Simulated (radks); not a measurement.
Task: Radial electron density D(r) = 4 pi r^2 rho(r) of an atom or ion with 6 electrons. Method: non-relativistic Kohn-Sham, BLYP, spin-polarised, spherical densities, point nucleus; computed with a radial shooting solver on a logarithmic mesh with Libxc functionals.

r (bohr),D(r) (e/bohr),spin D(r)
0.01041,0.1545,0.0000476
0.01292,0.2308,0.0000719
0.01604,0.3424,0.000108
0.0199,0.5035,0.000164
0.0249,0.7420,0.000252
0.0309,1.063,0.000384
0.03835,1.498,0.000596
0.0476,2.065,0.000946
0.05907,2.773,0.00155
0.07332,3.605,0.00266
0.09099,4.502,0.00473
0.1129,5.352,0.00872
0.1402,5.991,0.0164
0.1754,6.229,0.0316
0.2176,5.903,0.0587
0.2701,5.028,0.106
0.3352,3.802,0.184
0.416,2.596,0.302
0.5163,1.794,0.465
0.6408,1.582,0.669
0.7954,1.843,0.881
0.9871,2.228,1.04
1.235,2.369,1.07
1.533,2.095,0.950
1.902,1.529,0.719
2.361,0.9142,0.461
2.93,0.4432,0.246
3.637,0.1716,0.108
4.513,0.05170,0.0372
5.601,0.01169,0.00955
6.952,0.001896,0.00171

What is the nuclear charge?

Result: Z = 6. The innermost maximum, from 1s, lies near 1/Z = 0.167 bohr (found: 0.173), and its height grows with Z. The density is that of neutral carbon in [He] 2s2 2p2; the configuration itself is not fixed sharply by these data. D(r) has 2 maxima, at r = 0.173, 1.20 bohr, and minima at 0.621 bohr, inside which lie 2.14 electrons.
